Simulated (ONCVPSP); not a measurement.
## Before and after: ONCV potential for Dy (Z = 66)

```
Element                 : Dy
Generator               : ONCVPSP 4.0.1
Type                    : optimised norm-conserving Vanderbilt (ONCV)
Functional              : PBEsol
Relativity              : scalar-relativistic
Frozen core             : [Kr] 4d10 4f9
Valence charge          : 11
Reference configuration : 5s2 5p6 5d1 6s1 6p1
Partial waves           : 5s+6s: rc 1.85 bohr, ncon 3, nbas 7, qcut 4.9 1/bohr, 2 projectors; 5p+6p: rc 3.00 bohr, ncon 5, nbas 8, qcut 3.9 1/bohr, 2 projectors; 5d: rc 1.85 bohr, ncon 5, nbas 10, qcut 4.5 1/bohr, local
Local potential         : the d channel
Core correction         : Teter function, fcfact 3.25, rcfact 1.8
```

All-electron outer shells of the reference configuration (PBEsol, scalar-relativistic, ld1.x):

```csv
shell,level (eV),outermost node (bohr),outermost maximum (bohr)
4d,-161.30,0.26,0.53
5s,-54.22,0.63,1.14
5p,-29.88,0.67,1.30
4f,-10.58,–,0.53
6s,-5.05,1.54,3.23
5d,-3.38,0.76,1.89
6p,-1.93,1.85,4.42
```

Change: p: qcut 5.3.

Cutoffs: the cutoffs (Ha) at which the residual kinetic energy of the hardest occupied pseudo-wave falls to 1 and 0.1 mHa per electron; they do not see the model core or the augmentation charge, which bear on the density cutoff. Errors are all-electron minus pseudo energies relative to the spin-unpolarised reference configuration.

Task: How do hardness, ghosts and transferability respond?

Result: The potential gets neither clearly harder nor softer (10 Ha and 26 Ha → 10 Ha and 26 Ha); the s channel sets the loose cutoff, while the largest relative change is in p, which becomes harder; the errors of the 4 common tests hardly move; neither file shows a bound ghost.

```tsv
quantity	base	changed
cutoff, loose	10 Ha	10 Ha
cutoff, tight	26 Ha	26 Ha
loose cutoff by channel	s 10 Ha, p 6.9 Ha, d 8.9 Ha	s 10 Ha, p 8.1 Ha, d 8.9 Ha
bound ghosts	none	none
GHOST(+) flags under 300 eV	none	none
error for 5s2 5p6 5d1 6s2 6p0, meV [ΔE -3.05 eV]	-1.6	-1.5
error for 5s2 5p6 5d1 6s1 6p0, meV [ΔE 3.82 eV]	-2.0	-2.0
error for 5s2 5p6 5d1 6s0 6p0, meV [ΔE 16.20 eV]	-24	-23
error for 5s2 5p6 5d1 6s0 6p1, meV [ΔE 7.60 eV]	-9.3	-8.8
s: phases at 1.87 bohr within 0.05 rad from the reference energy up to (Ha; the scan ends near 5)	1.4	1.4
p: phases at 3.04 bohr within 0.05 rad from the reference energy up to (Ha; the scan ends near 5)	2.7	2.5
d: phases at 1.87 bohr within 0.05 rad from the reference energy up to (Ha; the scan ends near 5)	3.4	3.4
rms error of d²Exc/dni dnj with the model core, mHa	1.68	1.68
```
